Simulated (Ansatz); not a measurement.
Cartesian coordinates in Å:
```
N -0.961 1.919 -2.363
C -0.491 1.357 -1.357
F 0.242 2.011 -0.419
S -0.699 -0.339 -0.997
Si 0.403 -0.520 0.874
N 0.317 -2.142 1.390
H -0.730 2.909 -2.389
H -0.236 0.345 1.889
H 1.817 -0.165 0.628
H -0.524 -2.514 1.800
H 0.862 -2.861 0.944
```

Charge 0, multiplicity 1.

(1) List the PBE0/def2-TZVPP orbital energies in eV (the Gaussian-basis code of Ansatz). (An estimate is asked.)

Answers

(1) The calculation gave: Occupied: -2422.71, -1803.48, -674.95, -391.35, -391.21, -282.29, -218.07, -161.91, -161.79, -161.72, -145.71, -100.41, -100.37, -100.34, -34.90, -25.99, -24.33, -21.53, -17.19, -15.86, -14.90, -14.36, -13.97, -13.94, -11.80, -11.19, -10.29, -9.80, -9.42, -8.80, -7.94, -7.40. Lowest empty: -0.15, -0.04, 0.63, 1.37, 1.65, 2.05, 2.11, 2.43.
